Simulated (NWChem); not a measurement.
# CaCl cation; SMILES [Cl][Ca+]

Results from NWChem. Structure relaxed at the PBE0/def2-SVP level.

Q: What does the run give for Hartree-Fock/def2-TZVP? Quantities: highest occupied level (eV); orbital gap (eV).

A: 
| Quantity | Result |
|---|---|
| highest occupied level (eV) | -15.87 |
| orbital gap (eV) | 10.41 |
